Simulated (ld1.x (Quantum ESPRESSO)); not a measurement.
PBEsol ultrasoft dataset for chlorine, non-relativistic all-electron reference.

ld1.x (Quantum ESPRESSO) 7.5 input, shortened:

```
&input
   title='Cl', zed=17., rel=0, dft='PBESOL', iswitch=3,
   config='[Ne] 3s2 3p5'
 /
 &inputp
   pseudotype=3, tm=.true., lloc=-1, rcloc=1.70,
   nlcc=.false.,
   which_augfun='PSQ', rmatch_augfun=1.20
 /
4
3S  1  0   2.00   0.00  1.10  1.45  0.0
3S  1  0   0.00  -0.95  1.10  1.45  0.0
3P  2  1   5.00   0.00  1.45  1.80  0.0
3P  2  1   0.00   0.85  1.45  1.80  0.0
 &test
   configts(1)='3s2 3p5'
 /
```

All-electron outer shells of the reference configuration (PBEsol, non-relativistic, ld1.x):

```
shell  level (eV)  outermost node (bohr)  outermost maximum (bohr)
   2p     -191.36                      –                      0.30
   3s      -20.45                   0.56                      1.29
   3p       -8.58                   0.53                      1.43
```

**Question.** Estimate the cutoffs (Ry, on a coarse ladder) from which the occupation-weighted sum of valence levels, in a spherical-Bessel basis at the reference potential, stays within 10 and 1 mRy of its value at 400 Ry.

**Answer.** 21 Ry and 35 Ry.

**Question.** What does a ghost test show?

**Answer.** No extra level below or beside the all-electron valence levels (s, p, d, f tested).

**Question.** Is the overlap operator S = 1 + Σ q|β⟩⟨β| positive definite (Bessel basis up to 400 Ry)?

**Answer.** Yes: its lowest eigenvalue is 0.43 (s channel).

**Question.** Tests: 3s2 3p4; 3s2 3p3; 3s2 3p2; 3s1 3p6; 3s2 3p1; 3s2 3p5.3; 3s2 3p4.5. Which has the largest error in its energy relative to the reference configuration, and how large is it?

**Answer.** 3s2 3p1, with +162 meV (all-electron minus pseudo) on +129.71 eV.
